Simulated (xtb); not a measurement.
xtb input (GFN2-xTB):

```bash
xtb mol.xyz --gfn 2 --ohess tight --chrg 1 --uhf 0
```
mol.xyz:
```
3

Ga     0.03627043     0.02115014     0.01870947
I     -0.19586760     1.99135498    -1.50952612
I      0.16482194    -1.95709205     1.51575530
```

Output:

```
           -------------------------------------------------
          |                Calculation Setup                |
           -------------------------------------------------

           -------------------------------------------------
          |                 G F N 2 - x T B                 |
           -------------------------------------------------

        Reference                      10.1021/acs.jctc.8b01176
      * Hamiltonian:
        H0-scaling (s, p, d)           1.850000    2.230000    2.230000
        zeta-weighting                 0.500000
      * Dispersion:
        s8                             2.700000
        a1                             0.520000
        a2                             5.000000
        s9                             5.000000
      * Repulsion:
        kExp                           1.500000    1.000000
        rExp                           1.000000
      * Coulomb:
        alpha                          2.000000
        third order                    shell-resolved
        anisotropic                    true
        a3                             3.000000
        a5                             4.000000
        cn-shift                       1.200000
        cn-exp                         4.000000
        max-rad                        5.000000

          ...................................................
          :                      SETUP                      :
          :.................................................:
          :  # basis functions                  30          :
          :  # atomic orbitals                  27          :
          :  # shells                            9          :
          :  # electrons                        16          :
          :  max. iterations                   250          :
          :  Hamiltonian                  GFN2-xTB          :
          :  restarted?                      false          :
          :  GBSA solvation                  false          :
          :  PC potential                    false          :
          :  electronic temp.          300.0000000     K    :
          :  accuracy                    1.0000000          :
          :  -> integral cutoff          0.2500000E+02      :
          :  -> integral neglect         0.1000000E-07      :
          :  -> SCF convergence          0.1000000E-05 Eh   :
          :  -> wf. convergence          0.1000000E-03 e    :
          :  Broyden damping             0.4000000          :
          :  net charge                          1          :
          :  unpaired electrons                  0          :
          ...................................................

 iter      E             dE          RMSdq      gap      omega  full diag
   1     -8.4256537 -0.842565E+01  0.307E+01    2.81       0.0  T
   2     -8.4571156 -0.314619E-01  0.289E+01    2.31       1.0  T
   3     -8.3850916  0.720240E-01  0.130E+01    2.77       1.0  T
   4     -8.4640062 -0.789147E-01  0.266E+00    2.28       1.0  T
   5     -8.4637183  0.287971E-03  0.124E+00    2.39       1.0  T
   6     -8.4648144 -0.109618E-02  0.508E-01    2.36       1.0  T
[...]
molecular quadrupole (traceless):
                xx          xy          yy          xz          yz          zz
 q only:       -5.839      -1.014       5.225       0.777      -8.544       0.615
  q+dip:        0.410       0.071      -0.366      -0.055       0.601      -0.044
   full:        2.775       0.482      -2.482      -0.369       4.063      -0.293

           -------------------------------------------------
          |                Geometry Summary                 |
           -------------------------------------------------

      molecular mass/u    :      323.5320099
   center of mass at/Å    :        0.0018655       0.0184934       0.0083407
  moments of inertia/u·Å² :        0.6512626E-04   0.1591510E+04   0.1591510E+04
rotational constants/cm⁻¹ :        0.2588454E+06   0.1059223E-01   0.1059223E-01

 * 2 selected distances

     #   Z          #   Z                                           value/Å
     1  31 Ga       2  53 I                                       2.5040291 (min)
     1  31 Ga       3  53 I                                       2.5041661 (max)

 * 1 distinct bonds (by element types)

   Z      Z             #   av. dist./Å        max./Å        min./Å
  31 Ga  53 I           2     2.5040976     2.5041661     2.5040291

           -------------------------------------------------
          |               Frequency Printout                |
           -------------------------------------------------
 vibrational frequencies (cm⁻¹)
eigval :        0.00     0.00     0.00     0.00     0.00    57.08
eigval :       57.15   155.04   353.23
 reduced masses (amu)
   1:126.90   2:126.90   3:114.55   4:114.57   5:114.58   6: 82.08   7: 82.06   8:126.90
   9: 82.04
 IR intensities (km·mol⁻¹)
   1:  0.00   2:  0.00   3:  3.05   4:  3.02   5:  3.01   6: 16.64   7: 16.57   8:  0.00
   9:  3.83
 Raman intensities (Ä⁴*amu⁻¹)
   1:  0.00   2:  0.00   3:  0.00   4:  0.00   5:  0.00   6:  0.00   7:  0.00   8:  0.00
   9:  0.00
 output can be read by thermo (or use thermo option).
 writing <g98.out> molden fake output.
 recommended (thermochemical) frequency scaling factor: 1.0
           -------------------------------------------------
          |             Thermodynamic Functions             |
           -------------------------------------------------

din symmetry found (for desy threshold:  0.10E+00) used in thermo

          ...................................................
          :                      SETUP                      :
          :.................................................:
          :  # frequencies                           4      :
          :  # imaginary freq.                       0      :
          :  linear?                              true      :
          :  only rotor calc.                    false      :
          :  symmetry                              din      :
          :  rotational number                       2      :
          :  scaling factor                  1.0000000      :
          :  rotor cutoff                   50.0000000 cm⁻¹ :
          :  imag. cutoff                  -20.0000000 cm⁻¹ :
          :.................................................:

    mode    ω/cm⁻¹     T·S(HO)/kcal·mol⁻¹    T·S(FR)/kcal·mol⁻¹   T·S(vib)
   ------------------------------------------------------------------------
Note: The following floating-point exceptions are signalling: IEEE_DENORMAL
normal termination of xtb
       1     57.08    -1.35823 ( 62.95%)    -1.01721 ( 37.05%)    -1.23188
       2     57.15    -1.35751 ( 63.06%)    -1.01685 ( 36.94%)    -1.23168
       3    155.04    -0.77801 ( 98.93%)    -0.72128 (  1.07%)    -0.77740
   ------------------------------------------------------------------------

   temp. (K)  partition function   enthalpy   heat capacity  entropy
                                   cal/mol     cal/K/mol   cal/K/mol   J/K/mol
 298.15  VIB   40.0                 1651.903      6.679     12.023
         ROT  0.978E+04              592.502      1.987     20.247
         INT  0.391E+06             2244.404      8.667     32.269
         TR   0.563E+28             1481.254      4.968     43.198
         TOT                        3725.6580    13.6348    75.4675   315.7561

       T/K    H(0)-H(T)+PV         H(T)/Eh          T*S/Eh         G(T)/Eh
   ------------------------------------------------------------------------
    298.15    0.593721E-02    0.735539E-02    0.358571E-01   -0.285017E-01
   ------------------------------------------------------------------------

         :::::::::::::::::::::::::::::::::::::::::::::::::::::
         ::                  THERMODYNAMIC                  ::
         :::::::::::::::::::::::::::::::::::::::::::::::::::::
         :: total free energy          -8.478717794655 Eh   ::
         ::.................................................::
         :: total energy               -8.450216133947 Eh   ::
         :: zero point energy           0.001418177705 Eh   ::
         :: G(RRHO) w/o ZPVE           -0.029919838414 Eh   ::
         :: G(RRHO) contrib.           -0.028501660709 Eh   ::
         :::::::::::::::::::::::::::::::::::::::::::::::::::::

optimized geometry written to: xtbopt.xyz

           -------------------------------------------------
          | TOTAL ENERGY               -8.450216133947 Eh   |
          | TOTAL ENTHALPY             -8.442860742310 Eh   |
          | TOTAL FREE ENERGY          -8.478717794655 Eh   |
          | GRADIENT NORM               0.000117722931 Eh/α |
          | HOMO-LUMO GAP               2.278805937885 eV   |
           -------------------------------------------------

------------------------------------------------------------------------
------------------------------------------------------------------------
 total:
 SCF:
 ANC optimizer:
 analytical hessian:
```

It need not be the lowest isomer of its formula.
